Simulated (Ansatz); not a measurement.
Consider the formal exchange of groups at a B–C bond: `BC#CBO` + `SC1=CC1` → `BC1=C(S)C1` + `C#CBO`.

Computed with Ansatz on PBE0-D4/def2-TZVP structures; ΔE is electronic, products minus reactants. CBS: MP2 limit from def2 TZ/QZ plus the TZ coupled-cluster correction, frozen cores. DFT in def2-TZVPP. B3LYP here is the variant with VWN-RPA as its local correlation; programs differ in this. One conformer a species, not always the lowest.

```csv
level,ΔE (kJ/mol),difference from CCSD(T)/CBS
r2SCAN-D4,1.1,0.3
B3LYP-D4,1.3,0.5
r2SCANh-D4,1.5,0.7
r2SCAN0-D4,2.2,1.4
revPBE,2.6,1.8
BLYP,3.1,2.3
r2SCAN0,2.8,2.0
CAM-B3LYP,4.6,3.8
MP2/def2-QZVPP,-5.0,-5.8
SCS-MP2/def2-QZVPP,-2.2,-3.0
CCSD(T)/CBS,0.8,0
```

Largest T1 diagnostic among the species: 0.016.

In def2-TZVPP, CCSD(T) changes the Hartree–Fock value by −9.6 kJ/mol (the triples alone add −2.3 kJ/mol) and MP2 by −15.0 kJ/mol. Leaving LDA and LC-ωPBE aside and taking each functional with its dispersion term where it has one, the values, not all of them listed here, spread over 4.7 kJ/mol, from revPBE-D4 to ωB97X-V.
